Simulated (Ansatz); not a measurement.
Relaxation of B8N⁺ with RKS PBE0-D4/def2-SVP.

```sh
$ ansatz run in.yaml --threads 4 --pin off --events-out ev --progress --plain --max-ram 4787MiB
```

```yaml
crystal:
  periodic: [false, false, false]
  atoms:
    - {symbol: N, position_ang: [0.839420, 1.577060, -1.427220]}
    - {symbol: B, position_ang: [0.068930, 1.893230, -0.384190]}
    - {symbol: B, position_ang: [0.781770, 0.280980, -1.739630]}
    - {symbol: B, position_ang: [-0.458540, 0.065700, 1.950450]}
    - {symbol: B, position_ang: [0.420470, -1.950390, 0.254180]}
    - {symbol: B, position_ang: [0.207190, -1.029570, -1.028870]}
    - {symbol: B, position_ang: [-0.262080, -1.412660, 1.535500]}
    - {symbol: B, position_ang: [-0.712660, 1.058030, 0.731100]}
    - {symbol: B, position_ang: [-0.884500, -0.482390, 0.108670]}
basis:
  gaussian: {orbitals: def2-SVP}
total_charge: 1
hamiltonian: {xc: pbe0, dispersion: d4}
scf: {lower_state_search: "off"}
output: {orbitals: {seedname: orbitals}}
relax: {f_tol: 0.02, max_steps: 100}
```

It took 17 s on 4 threads of Intel Xeon Platinum 8488C on a shared host.

Positions (Å) and forces (eV/Å) at steps 1, 2, 3, 4, 5, 6, 7, 8, 10 of 10:

```xyz
9
step=1 energy=-6871.6433 eV
N     0.839    1.577   -1.427    0.095    0.306   -0.281
B     0.069    1.893   -0.384    1.136   -0.642   -2.007
B     0.782    0.281   -1.740   -0.181    2.310    0.491
B    -0.459    0.066    1.950   -0.735   -0.224   -0.731
B     0.420   -1.950    0.254   -0.971    0.347   -0.297
B     0.207   -1.030   -1.029    0.190   -0.931   -0.529
B    -0.262   -1.413    1.536    0.072   -0.578    0.713
B    -0.713    1.058    0.731   -0.492    0.600    0.735
B    -0.884   -0.482    0.109    0.887   -1.188    1.906
9
step=2 energy=-6872.2303 eV
N     0.850    1.644   -1.502    0.340    0.576   -0.493
B     0.100    1.903   -0.445    0.122   -0.787   -0.544
B     0.787    0.348   -1.754   -0.479    0.567    0.596
B    -0.554    0.035    1.954   -0.248   -0.144   -1.049
B     0.334   -1.993    0.245   -0.670    0.834   -0.238
B     0.227   -1.014   -1.032    0.280   -0.508    0.072
B    -0.219   -1.461    1.614   -0.212   -0.030   -0.070
B    -0.691    1.069    0.725    0.016    0.081    0.576
B    -0.834   -0.532    0.194    0.850   -0.589    1.149
9
step=3 energy=-6872.5290 eV
N     0.813    1.720   -1.613    0.359    0.541   -0.442
B     0.118    1.886   -0.504   -0.450   -0.555    0.397
B     0.769    0.409   -1.750   -0.460   -0.537    0.410
B    -0.622   -0.012    1.927    0.070    0.102   -0.164
B     0.250   -1.993    0.252    0.039    0.159   -0.087
B     0.300   -1.002   -1.007    0.252   -0.004    0.173
B    -0.276   -1.528    1.665   -0.179    0.084   -0.198
B    -0.617    1.079    0.750    0.267   -0.041    0.157
B    -0.733   -0.560    0.280    0.101    0.251   -0.247
9
step=4 energy=-6872.5217 eV rejected
N     0.719    1.736   -1.680   -0.204   -0.119    0.040
B     0.071    1.795   -0.515    0.369    0.350   -0.424
B     0.683    0.402   -1.693    0.295    0.508   -0.261
B    -0.638   -0.026    1.924   -0.019    0.167   -0.414
B     0.231   -1.997    0.259   -0.098    0.346   -0.260
B     0.497   -1.025   -0.981   -0.773   -0.464    0.568
B    -0.410   -1.543    1.613   -0.145   -0.071    0.013
B    -0.461    1.148    0.854   -0.610   -0.846    0.274
B    -0.692   -0.490    0.219    1.185    0.129    0.464
9
step=5 energy=-6872.6293 eV
N     0.774    1.737   -1.653   -0.128   -0.003   -0.062
B     0.087    1.831   -0.518    0.018   -0.032    0.107
B     0.713    0.410   -1.718    0.040   -0.084    0.061
B    -0.630   -0.020    1.923   -0.057   -0.095    0.008
B     0.239   -1.993    0.256   -0.082   -0.030    0.061
B     0.393   -1.025   -0.996   -0.016    0.100   -0.026
B    -0.363   -1.545    1.639   -0.023    0.078   -0.101
B    -0.549    1.113    0.811    0.025    0.017   -0.105
B    -0.665   -0.508    0.255    0.222    0.048    0.058
9
step=6 energy=-6872.6471 eV
N     0.718    1.738   -1.683   -0.115   -0.126    0.089
B     0.079    1.817   -0.513    0.133    0.055   -0.191
B     0.702    0.403   -1.707    0.057    0.224   -0.043
B    -0.662   -0.027    1.925    0.002    0.091   -0.051
B     0.211   -2.009    0.250    0.024    0.043   -0.093
B     0.447   -1.037   -0.995   -0.011   -0.245    0.103
B    -0.411   -1.553    1.624   -0.003    0.079   -0.090
B    -0.511    1.139    0.842   -0.082   -0.088    0.245
B    -0.572   -0.470    0.258   -0.006   -0.033    0.031
9
step=7 energy=-6872.6512 eV
N     0.690    1.735   -1.694    0.013   -0.022    0.033
B     0.081    1.815   -0.510   -0.012   -0.021    0.006
B     0.704    0.401   -1.704   -0.017   -0.009    0.015
B    -0.673   -0.025    1.927   -0.009   -0.040   -0.012
B     0.205   -2.016    0.245   -0.032    0.009    0.031
B     0.467   -1.052   -0.995    0.010    0.040   -0.073
B    -0.427   -1.549    1.611    0.018    0.013   -0.009
B    -0.501    1.148    0.863   -0.002    0.067   -0.049
B    -0.546   -0.457    0.257    0.031   -0.036    0.058
9
step=8 energy=-6872.6508 eV rejected
N     0.693    1.731   -1.688    0.024    0.000    0.012
B     0.081    1.810   -0.505   -0.014   -0.007   -0.008
B     0.703    0.397   -1.699   -0.017    0.001   -0.001
B    -0.688   -0.023    1.924    0.049    0.015    0.018
B     0.192   -2.020    0.236    0.052    0.007    0.012
B     0.466   -1.060   -1.004   -0.006    0.009   -0.058
B    -0.403   -1.539    1.612   -0.087   -0.029   -0.015
B    -0.510    1.155    0.868   -0.023    0.048   -0.025
B    -0.532   -0.450    0.256    0.023   -0.045    0.066
9
step=10 energy=-6872.6524 eV
N     0.693    1.732   -1.688   -0.002   -0.008    0.008
B     0.077    1.809   -0.508   -0.004    0.003    0.004
B     0.699    0.398   -1.700    0.000   -0.005   -0.003
B    -0.680   -0.023    1.926    0.001    0.009   -0.009
B     0.199   -2.018    0.240    0.001    0.008   -0.010
B     0.467   -1.061   -1.006   -0.001    0.002    0.006
B    -0.420   -1.544    1.609   -0.003    0.001   -0.003
B    -0.510    1.158    0.868    0.003   -0.006   -0.001
B    -0.526   -0.450    0.259    0.005   -0.005    0.008
```

The structure comes from a short search, and lower isomers may exist.
